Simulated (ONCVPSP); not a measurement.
# C: one change to an ONCV potential, before and after

```
Element                 : carbon
Generator               : ONCVPSP 4.0.1
Type                    : optimised norm-conserving Vanderbilt (ONCV)
Functional              : PBEsol
Relativity              : scalar-relativistic
Frozen core             : [He]
Valence charge          : 4
Reference configuration : 2s1 2p3
Partial waves           : 2s: rc 1.35 bohr, ncon 3, nbas 6, qcut 4.3 1/bohr, 2 projectors, debl 0.9 Ha; 2p: rc 2.55 bohr, ncon 3, nbas 7, qcut 6.7 1/bohr, 2 projectors, debl 0.9 Ha; d scattering state at 0.42 Ha: rc 2.55 bohr, ncon 4, nbas 8, qcut 3.6 1/bohr, 2 projectors, debl 1.3 Ha
Local potential         : polynomial inside 0.90 bohr (lpopt 4, dvloc0 1 Ha)
Core correction         : polynomial model core, fcfact 0.6
```

Change: s: qcut 5.4; p: qcut 8.4; d: qcut 4.5.

Cutoffs: the cutoffs (Ha) at which the residual kinetic energy of the hardest occupied pseudo-wave falls to 1 and 0.1 mHa per electron; they do not see the model core or the augmentation charge, which bear on the density cutoff. Errors are all-electron minus pseudo energies relative to the spin-unpolarised reference configuration.

Q: How do hardness, ghosts and transferability respond?

A: The potential gets softer (23 Ha and 53 Ha → 13 Ha and 42 Ha); of the 4 tests that both files solve, the error grows in 0 and shrinks in 4 by more than 15 % and 0.3 meV (median size 466.0 → 372.3 meV); neither file shows a bound ghost.

```tsv
quantity	base	changed
cutoff, loose	23 Ha	13 Ha
cutoff, tight	53 Ha	42 Ha
loose cutoff by channel	s 23 Ha, p 12 Ha	s 13 Ha, p 13 Ha
bound ghosts	none	none
GHOST(+) flags under 300 eV	d at 64.4 eV	none
error for 2s2 2p2, meV [ΔE -8.43 eV]	-16	-9.6
error for 2s2 2p1, meV [ΔE 2.36 eV]	+140	+113
error for 2s2 2p0, meV [ΔE 26.38 eV]	+792	+631
error for 2s1 2p0, meV [ΔE 74.34 eV]	+1502	+1211
s: phases at 1.37 bohr within 0.05 rad from the reference energy up to (Ha; the scan ends near 5)	to the end of the scan	to the end of the scan
p: phases at 2.60 bohr within 0.05 rad from the reference energy up to (Ha; the scan ends near 5)	3.4	3.7
d: phases at 2.60 bohr within 0.05 rad from the reference energy up to (Ha; the scan ends near 5)	2.2	2.5
rms error of d²Exc/dni dnj with the model core, mHa	1.68	1.48
```
